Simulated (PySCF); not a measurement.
C₆H₁₁NSi₂.
Structure used (GFN2-xTB), in Å, numbered top down from 1:
```
atom  x, y, z in Å
N1    -0.8998   -1.4486   -3.7620
C2    -0.5710   -0.8771   -2.8251
Si3   -0.0243    0.0470   -1.2881
C4     0.8470   -1.2381   -0.2235
C5     1.8400   -1.0143    0.6358
Si6    2.6914    0.6312    0.9876
C7    -1.5924    0.6733   -0.4473
C8    -1.6139    0.8961    1.0407
C9    -2.3953   -0.2285    0.4521
H10    0.8308    1.1513   -1.7380
H11    0.4761   -2.2557   -0.3268
H12    2.2250   -1.8659    1.1908
H13    3.4489    1.0515   -0.1933
H14    1.7031    1.6592    1.3283
H15    3.5959    0.4251    2.1215
H16   -2.1771    1.3813   -1.0248
H17   -2.1491    1.7541    1.4202
H18   -0.7266    0.6549    1.6082
H19   -2.0419   -1.2348    0.6205
H20   -3.4720   -0.1516    0.4200
```

Definitions: NICS(0) = −σiso at the ring centroid; NICS(1) = −σiso and NICS(1)zz = −σzz at ±1 Å along the ring normal z. Level: GIAO PBE0/pcSseg-1 (PySCF, non-relativistic, gas phase) on the GFN2-xTB geometry, one conformer.

Ring bond lengths (Å), with Mayer bond orders in brackets: C7–C8 1.505 (0.96), C8–C9 1.491 (0.97), C9–C7 1.506 (0.96).

Problem. What do the NICS probes read (ppm)?

Solution. 
```
    ring                                            type  NICS(0)  NICS(1), two faces  NICS(1)zz, two faces  rms pucker (Å)  centre to ring atoms, mean (Å)
C7–C8–C9  3-membered carbocycle; formal bonds all single    -45.4         -9.8 / -8.2         -26.0 / -24.2            0.00                            0.87
```

Problem. What can be read from them?

Solution. 
- C7–C8–C9: mean NICS(1)zz -25.1 ppm, shielded. C7, C8, C9 have four or more neighbours, so the value isn't read as a sign of a π ring current. NICS(0) lies 36 ppm below the mean NICS(1).

Problem. What is the mean of the two in-plane components of NICS at the second NICS(1) probe listed for ring C7–C8–C9, 1 Å off the ring?

Solution. The isotropic value is a third of the trace: (3 × -8.2 − (-24.2))/2 = -0.2 ppm.

Problem. What are the shieldings of the ring atoms and their hydrogens in the same run (means over atoms taken as equivalent)?

Solution. 
| atoms | environment | σ isotropic (ppm) | principal values of the symmetric part, first atom (ppm) |
| --- | --- | --- | --- |
| C7 | sp3 carbon bound to silicon | 190.7 | 161.7, 182.3, 228.2 |
| C8 | three-membered-ring carbon | 183.6 | 156.6, 179.1, 215.0 |
| C9 | three-membered-ring carbon | 183.8 | 156.6, 177.9, 216.8 |
| H16 | methine hydrogen | 31.70 | 24.6, 27.7, 42.8 |
| H17 | methylene hydrogen | 30.95 | 24.8, 26.4, 41.7 |
| H18 | methylene hydrogen | 31.43 | 24.7, 29.1, 40.5 |
| H19 | methylene hydrogen | 31.44 | 24.9, 29.5, 39.9 |
| H20 | methylene hydrogen | 30.92 | 24.9, 26.1, 41.8 |
